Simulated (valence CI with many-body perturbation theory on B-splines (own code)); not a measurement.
Values are calculated unless marked as measured or tabulated.
## Hyperfine factors and g values of Si⁶⁺

Level of theory: valence CI with perturbative core correlation (CI+MBPT): six valence electrons over a frozen Dirac-Fock core [He], a basis of 9 s, 9 p, 8 d, 6 f, 3 g, 1 h functions for each j, with the one-electron correlation potential Σ1, the two-electron term Σ2, the three-electron term Σ3, Breit, model QED; selected CI, second order for the rest, scaled by the run's own slope (own B-spline code, finite nucleus).

Set against measurement, 15 paired levels are off by 254 cm⁻¹ on average, the worst by 713. These come from a selection out of NIST levels in Kelleher and Podobedova, J. Phys. Chem. Ref. Data 37, 1285 (2008); Martin and Zalubas, J. Phys. Chem. Ref. Data 12, 323 (1983). Levels without a partner in it may be off by more. Among the levels kept, up to 1300 cm⁻¹ of a level comes from second order outside the variational space, and about a tenth of that is noise between levels of different J, which matters for small intervals.

A/g_I is the dipole constant over the nuclear g factor μ/I (μ in nuclear magnetons, uniformly magnetised nucleus), B/Q the quadrupole constant per barn. Both hold the static response of the core; the bare values leave it out. Large factors of s and p1/2 electrons are usually good to 5 to 10 %; those of open d and f shells near neutrality can be off by tens of per cent, and small factors of p3/2, d and f electrons come from cancelling terms and can be off by a factor of two or in sign, in half-filled shells by more. B is blank for J = 1/2, where it vanishes, and for nearly pure S terms. Energies count from the lowest level. Levels with J = 0 are left out.

Names give the largest LS component (configuration and term), which can be under half, so a name can repeat, a term be missing and a line seem to break the LS rules; names also repeat where a configuration has a term twice. Letters in brackets count levels of one name in rising energy.

```csv
Level,E (eV),g,A/g_I (MHz),A/g_I bare,B/Q (MHz/b),B/Q bare
2s2.2p4 3P_2,0.00,1.499,3140,3610,5100,5150
2s2.2p4 3P_1,0.50,1.500,-131,399,-2560,-2580
2s2.2p4 1D_2,5.80,1.001,5560,5560,-10400,-10500
2s.2p5 3P°_2,45.03,1.500,14900,14600,-5060,-5120
2s.2p5 3P°_1,45.48,1.500,17500,17200,2550,2580
2s.2p5 1P°_1,62.74,0.999,6030,5970,-5060,-5110
2s2.2p3.3s 5S°_2,142.59,2.001,2720,3390,,
2s2.2p3.3s 3S°_1,145.28,2.000,-2460,-1060,,
2s2.2p3.3s 3D°_1,151.83,0.506,1750,1670,845,853
2s2.2p3.3s 3D°_2,151.84,1.169,4300,4360,1740,1750
2s2.2p3.3s 3D°_3,151.85,1.333,6430,6520,-128,-129
2s2.2p3.3s 1D°_2,153.17,1.005,5760,5780,-150,-150
2s2.2p3.3p 5P_1,153.42,2.500,-553,706,108,109
2s2.2p3.3p 5P_2,153.45,1.833,561,1260,-1070,-1080
2s2.2p3.3p 5P_3,153.52,1.667,377,931,1080,1090
2s2.2p3.3p 3P_1 [a],155.89,1.500,1360,1930,-696,-702
2s2.2p3.3p 3P_2 [a],155.90,1.501,853,1430,1470,1480
2s2.2p3.3s 3P°_1,156.38,1.496,8840,8910,-872,-881
2s2.2p3.3s 3P°_2,156.43,1.493,4970,5120,-1740,-1760
2s2.2p3.3s 1P°_1,157.76,0.997,5540,5560,-9.56,-10.6
2s2.2p3.3p 1P_1,161.44,0.917,4820,4810,3500,3540
2s2.2p3.3p 3D_2 [a],161.90,1.160,3760,3870,-2040,-2060
2s2.2p3.3p 3D_1 [a],161.93,0.587,7730,7470,-1110,-1120
2s2.2p3.3p 3D_3 [a],162.00,1.328,4200,4390,-4150,-4190
2s2.2p3.3p 3F_2,162.70,0.677,3510,3340,1480,1490
2s2.2p3.3p 3F_3,162.75,1.089,3170,3250,1740,1760
2s2.2p3.3p 3F_4,162.81,1.250,3690,3830,922,928
2s2.2p3.3p 1F_3,163.21,1.003,3950,3940,1110,1120
2s2.2p3.3p 3P_1 [b],165.73,1.591,1110,1540,485,490
2s2.2p3.3p 3P_2 [b],165.85,1.498,4360,4680,251,254
2s2.2p3.3p 3S_1,166.52,1.906,326,892,132,134
2s2.2p3.3p 3D_2 [b],167.14,1.106,3810,3990,3480,3510
2s2.2p3.3d 5D°_4,167.18,1.500,59.2,450,161,168
```

Q: Take the isotope of mass number 29, with I = 1/2, μ = -0.55505 μN. What is the hyperfine structure of 2s2.2p3.3s 5S°_2?

A: From the table A = -3020 MHz. Shifts from the centre of gravity in MHz: F = 3/2: 4530, F = 5/2: -3020.
